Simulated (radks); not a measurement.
Results of a calculation; reference values are marked as such.
Task: The cerium ion Ce7+, 51 electrons, occupied as [Kr] 4d10 5s2 5p3. Level of theory: scalar-relativistic Kohn-Sham, LDA (Slater exchange, Perdew-Wang correlation), spin-polarised, spherical densities, point nucleus; open shells are filled with parallel spins first (spin-orbit coupling, left out, can overturn this in heavy ions) (a radial shooting solver on a logarithmic mesh with Libxc functionals). Some entries of the table are withheld. Estimate them.

orbital  occ.  eigenvalue (hartree)  <r> (bohr)  r(max) (bohr)
1s up       1             -1481.958     0.02459        0.01575
1s down     1             -1481.947     0.02459        0.01575
2s up       1             -240.2920      0.1053        0.08915
2s down     1             -240.2858      0.1053        0.08915
2p up       3             -215.6800     0.09240        0.07169
2p down     3             -215.6712     0.09240        0.07169
3s up       1             -54.51910      0.2790         0.2549
3s down     1             -54.50979      0.2790         0.2549
3p up       3             -46.69065      0.2769         0.2494
3p down     3             -46.68052      0.2769         0.2495
3d up       5             -35.53951      0.2537         0.2051
3d down     5             -35.52995      0.2537         0.2051
4s up       1             -13.76187      0.6346         0.5917
4s down     1             -13.74265      0.6343         0.5918
4p up       3             -11.18860      0.6705         0.6171
4p down     3             -11.16750      0.6697         0.6171
4d up       5              -7.47721      0.7329         0.6479
4d down     5              -7.44991      0.7303         0.6477
5s up       1                   (1)       1.392          1.312
5s down     1                   (2)       1.389          1.304
5p up       3              -3.77779       1.528          1.434
5p down     0              -3.66137       1.531          1.428
4f up       0              -3.50669      0.9056            (3)
4f down     0              -3.45838      0.8913            (4)
6s up       0              -2.15455       2.587          2.567
6s down     0              -2.10782       2.629          2.599

Result: 
(1) 5s up eigenvalue (hartree): -4.53802
(2) 5s down eigenvalue (hartree): -4.42461
(3) 4f up r(max) (bohr): 0.6750
(4) 4f down r(max) (bohr): 0.6713
